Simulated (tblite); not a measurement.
C7H11OP.
Cartesian coordinates in Å at the GFN2-xTB level; atoms count from 1:
```xyz
20
C7H11OP angstrom
C      3.1986    0.0252    0.8244
C      1.8972    0.0007    0.1970
C      0.7899    0.0127   -0.2801
P     -0.7475   -0.1279   -1.1302
C     -1.6691   -1.1981    0.0870
C     -1.1219   -2.6181    0.0978
C     -1.4723    1.5012   -0.5973
C     -0.5744    2.6946   -0.7518
O     -2.6180    1.5588   -0.2267
H      3.8653    0.6845    0.2690
H      3.1199    0.3829    1.8513
H      3.6225   -0.9789    0.8308
H     -1.6019   -0.7472    1.0808
H     -2.7181   -1.1873   -0.2205
H     -1.6599   -3.2260    0.8228
H     -1.2228   -3.0787   -0.8834
H     -0.0662   -2.6144    0.3655
H      0.1442    2.6927    0.0671
H     -1.1528    3.6156   -0.7220
H     -0.0178    2.6184   -1.6842
```

Computed with GFN2-xTB (tblite): harmonic, unscaled wavenumbers at the GFN2-xTB geometry, gas phase. This tight-binding method is rough: wavenumbers can miss measured ones by several per cent, in bad cases by 10 to 20. One conformer, not necessarily the lowest. The optimisation stopped once no atom felt more than 0.01 eV/Å.

Lowest wavenumbers of the output (negative numbers stand for imaginary wavenumbers):
```
mode    cm-1
  1     -20.9
  2      39.0
  3      51.6
  4      70.9
  5      91.1
  6      99.7
  7     128.2
  8     208.3
  9     224.1
 10     255.1
 11     281.5
 12     292.3
 13     316.1
 14     348.9
 15     416.6
```

Question: Is this structure a minimum?

Answer: Not by this Hessian. 1 mode is imaginary beyond 20i (21i cm⁻¹), so at this level the point lies at or near a first-order saddle. The curvature is small, so loose convergence or finite differences may be the whole cause.

Question: Which atoms move in the imaginary mode?

Answer: 21i: H12 (methyl hydrogen) 33 %, H10 (methyl hydrogen) 33 %, H11 (methyl hydrogen) 33 %. These are shares of the mass-weighted motion.

Question: What is the remedy?

Answer: Step along that mode in both directions, optimise again with tighter thresholds and repeat the frequencies. The zero-point energy of this point (98.9 kcal/mol) counts the 53 real modes alone, and thermal corrections from it aren't those of a minimum.
